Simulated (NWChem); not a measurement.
All runs are NWChem calculations. System: trimethylsulfonium (C$_{3}$H$_{9}$S (+1)), charge 1, spin multiplicity 1, at a geometry optimised with PBE/def2-SVP. Level: CR-CCSD(T)/6-31G* (spherical d), 8 core orbitals frozen.

The NWChem input:

```
start mol
memory heap 100 mb stack 700 mb global 1900 mb
charge 1
geometry units angstroms nocenter noautoz
  C     -0.004920    -0.859987     1.418324
  S     -0.490312     0.160698     0.000000
  C     -0.004920    -0.859987    -1.418324
  C      0.760348     1.474057     0.000000
  H      1.057734    -1.160215     1.341796
  H     -0.672651    -1.743009     1.425455
  H     -0.187711    -0.257193     2.328741
  H      1.057734    -1.160215    -1.341796
  H     -0.187711    -0.257193    -2.328741
  H     -0.672651    -1.743009    -1.425455
  H      1.780625     1.044948     0.000000
  H      0.583287     2.090111    -0.902641
  H      0.583287     2.090111     0.902641
  symmetry group Cs
end
basis spherical
  * library 6-31g*
end
scf
  rhf
  nopen 0
  maxiter 100
  thresh 1e-7
  semidirect memsize 60000000 filesize 0
end
tce
  freeze core 8
  cr-ccsd(t)
  2eorb
  2emet 13
  thresh 1e-6
  maxiter 100
  tilesize 24
end
task tce energy
```

Part of the output:

```
             Northwest Computational Chemistry Package (NWChem) 7.3.0
             --------------------------------------------------------

                                NWChem Input Module
                                -------------------

 Scaling coordinates for geometry "geometry" by  1.889725989
 (inverse scale =  0.529177249)

 Turning off AUTOSYM since
 SYMMETRY directive was detected!

                             Geometry "geometry" -> ""
                             -------------------------

 Output coordinates in angstroms (scale by  1.889725989 to convert to a.u.)

  No.       Tag          Charge          X              Y              Z
 ---- ---------------- ---------- -------------- -------------- --------------
    1 C                    6.0000    -0.00492000    -0.85998700     1.41832400
    2 S                   16.0000    -0.49031200     0.16069800     0.00000000
    3 C                    6.0000    -0.00492000    -0.85998700    -1.41832400
    4 C                    6.0000     0.76034800     1.47405700     0.00000000
    5 H                    1.0000     1.05773400    -1.16021500     1.34179600
    6 H                    1.0000    -0.67265100    -1.74300900     1.42545500
    7 H                    1.0000    -0.18771100    -0.25719300     2.32874100
    8 H                    1.0000     1.05773400    -1.16021500    -1.34179600
    9 H                    1.0000    -0.18771100    -0.25719300    -2.32874100
   10 H                    1.0000    -0.67265100    -1.74300900    -1.42545500
   11 H                    1.0000     1.78062500     1.04494800     0.00000000
   12 H                    1.0000     0.58328700     2.09011100    -0.90264100
   13 H                    1.0000     0.58328700     2.09011100     0.90264100

 Effective nuclear repulsion energy (a.u.)     186.0240332095

            Nuclear Dipole moment (a.u.)
            ----------------------------
        X                 Y               Z
 ---------------- ---------------- ----------------
    -0.0000018897     0.0000037795    -0.0000000000

      Symmetry information
      --------------------
[...]
      Symmetry adaption is : on
         Schwarz screening : 0.10D-09

          Correlation Information
          -----------------------
          Calculation type : Coupled-cluster singles & doubles w/ perturbation
   Perturbative correction : Completely renormalized (T)
            Max iterations :      100
        Residual threshold : 0.10D-05
     T(0) DIIS level shift : 0.00D+00
     L(0) DIIS level shift : 0.00D+00
     T(1) DIIS level shift : 0.00D+00
     L(1) DIIS level shift : 0.00D+00
     T(R) DIIS level shift : 0.00D+00
     T(I) DIIS level shift : 0.00D+00
   CC-T/L Amplitude update :  5-th order DIIS
                I/O scheme : Global Array Library
        L-threshold :  0.10D-05
        EOM-threshold :  0.10D-05
 no EOMCCSD initial starts read in
 TCE RESTART OPTIONS
 SLICE:      F
 D4D5:       F
 quantumc:   F
 qrotation:  F
 pwtce:      F
 qducc:      F
 nacto:                         0
 nrotv:                         0
 nrot:                          0

            Memory Information
            ------------------
          Available GA space size is     249030716 doubles
          Available MA space size is     104835548 doubles

 Maximum block size supplied by input
 Maximum block size        24 doubles

 tile_dim =     24

 -------------------------------------------------
   1    alpha     a'     8 doubles       0       1
   2    alpha     a"     5 doubles       8       2
   3    beta      a'     8 doubles      13       1
   4    beta      a"     5 doubles      21       2
   5    alpha     a'    16 doubles      26       5
   6    alpha     a'    17 doubles      42       6
   7    alpha     a"    24 doubles      59       7
   8    beta      a'    16 doubles      83       5
   9    beta      a'    17 doubles      99       6
  10    beta      a"    24 doubles     116       7

 Global array virtual files algorithm will be used

 Parallel file system coherency ......... OK

 4-electron integrals stored in orbital form

 v2    file size   =          2935252
 4-index algorithm nr.  13 is used
 imaxsize =       30
 imaxsize ichop =        0


CCSD iterations
 ---------------------------------------------------------
 Iter          Residuum       Correlation     Cpu    Wall
 ---------------------------------------------------------
    1   0.1881040063191  -0.5118581558509     0.4     0.4
    2   0.0558196116244  -0.5545505219621     0.4     0.4
    3   0.0210666194063  -0.5658648529967     0.4     0.4
    4   0.0088335719206  -0.5692189021924     0.4     0.4
    5   0.0039442399748  -0.5704444407609     0.4     0.4
    6   0.0006610409856  -0.5712292072235     0.4     0.4
    7   0.0002700675901  -0.5712555349479     0.4     0.4
    8   0.0001341156328  -0.5712572613783     0.4     0.4
    9   0.0000723201143  -0.5712577175508     0.4     0.4
   10   0.0000402648548  -0.5712586426598     0.4     0.4
   11   0.0000081127242  -0.5712593861798     0.4     0.4
   12   0.0000032283012  -0.5712600411921     0.4     0.4
   13   0.0000016044329  -0.5712602134442     0.4     0.4
   14   0.0000008615280  -0.5712602560243     0.5     0.5
 -----------------------------------------------------------------
 Iterations converged
 CCSD correlation energy / hartree =        -0.571260256024316
 CCSD total energy / hartree       =      -516.675384560689167

 Singles contributions

 Doubles contributions
 CR-CCSD(T)

 CR-CCSD[T]  correction energy / hartree =        -0.012677145996743
 CR-CCSD[T] correlation energy / hartree =        -0.583937402021058
 CR-CCSD[T] total energy / hartree       =      -516.688061706685858
 CR-CCSD(T)  correction energy / hartree =        -0.012150398060942
 CR-CCSD(T) correlation energy / hartree =        -0.583410654085258
 CR-CCSD(T) total energy / hartree       =      -516.687534958750120

 Task  times  cpu:       52.4s     wall:       52.4s

 Total times  cpu:       52.4s     wall:       52.4s
```
